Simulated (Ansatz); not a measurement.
Gas-phase electronic energies from Ansatz, PBE0-D4/def2-TZVP geometries. CCSD(T)/CBS is the MP2 limit (def2-TZVPP, def2-QZVPP) plus CCSD(T) − MP2 in def2-TZVPP, frozen cores. This one scheme is used for every species. DFT in def2-TZVPP. B3LYP here is the variant with VWN-RPA as its local correlation; programs differ in this. def2 core potentials past Kr. For Sn outer-core shells are correlated without core-valence functions, which leaves a few kJ/mol of doubt a bond. Each species was taken in one conformer, which may not be the lowest.

Reaction (ligand exchange at the Sn–O bond): `C[O][Sn][F]` + `CNC` → `C[N](C)[Sn][F]` + CH₃OH

Task: Is it downhill or uphill in electronic energy at CCSD(T)/CBS, and by how much? (Estimate.)

Result: Computed: Uphill: ΔE = +20.0 kJ/mol.

Task: What do these levels give: PBE-D4, B3LYP-D4, HF/def2-SVP, MP2/def2-SVP, CCSD/def2-SVP, CCSD(T)/def2-SVP, HF/def2-TZVPP, SCS-MP2/def2-TZVPP, CCSD/def2-TZVPP, MP2/def2-QZVPP, SCS-MP2/def2-QZVPP, HF/CBS(def2)? (Estimate.)

Result: Computed: PBE-D4 20.6, B3LYP-D4 23.8, HF/def2-SVP 32.8, MP2/def2-SVP 17.0, CCSD/def2-SVP 20.7, CCSD(T)/def2-SVP 17.7, HF/def2-TZVPP 37.6, SCS-MP2/def2-TZVPP 20.4, CCSD/def2-TZVPP 21.5, MP2/def2-QZVPP 16.9, SCS-MP2/def2-QZVPP 21.7, HF/CBS(def2) 38.8 kJ/mol.

Largest T1 diagnostic among the species: 0.017.

In def2-TZVPP, CCSD(T) changes the Hartree–Fock value by −19.5 kJ/mol (the triples alone add −3.3 kJ/mol) and MP2 by −22.1 kJ/mol. The D4 term adds −6.5 kJ/mol with B3LYP and −3.5 kJ/mol with PBE0; it sums over pairs of atoms, weighted by their polarisabilities, and B3LYP, whose exchange is more repulsive, gets the larger term.
